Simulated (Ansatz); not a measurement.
Ideal-gas functions of `[Cl][Zr]([I])([I])[I]` at 800 K and 1 bar, from an Ansatz frequency run at PBE0-D4/def2-TZVP.

Molar mass 507.39 g/mol, point group C3v (symmetry number 3), electronic degeneracy 1, moments of inertia 1573.69, 1573.735, 2422.603 u Å². Harmonic wavenumbers (cm⁻¹, unscaled): 47, 47, 61, 79, 79, 189, 265, 265, 419.

Use S(trans) = R[1.5 ln M + 2.5 ln T − 1.1517]; rotational temperatures θ = 24.2544 K / I; S(rot) = R[ln(√π/σ · √(T³/θAθBθC)) + 1.5]; for each mode x = 1.438777 ν̃/T, S = R[x/(eˣ − 1) − ln(1 − e⁻ˣ)] and H = RT x/(eˣ − 1); 1 cm⁻¹ = 0.0119627 kJ/mol; R = 8.31446 J/(mol·K).

Question: By hand: the entropy, in J/(mol·K).

Answer: Translation 207.1. Rotation: θ = 0.0154, 0.0154, 0.01 K, giving 145.3. Vibration, mode by mode: 28.86, 28.86, 26.69, 24.55, 24.55, 17.33, 14.55, 14.55, 10.86, in all 190.8. Electronic 0.0. Sum 543.2 J/(mol·K).

Question: By hand: H − E and G − E in kJ/mol, counted from the electronic energy.

Answer: Zero-point energy ½ × 1451 × 0.0119627 = 8.7; thermal vibration 51.8; translation, rotation and pV give 4 RT = 26.6. H − E = 87.1 kJ/mol, and G − E = 87.1 − 800 × 543.2/1000 = -347.5 kJ/mol.

Vibration gives 35 % of the entropy, 133.5 J/(mol·K) of it from the modes under 150 cm⁻¹: soft modes count most, and the harmonic formula is weakest for them.
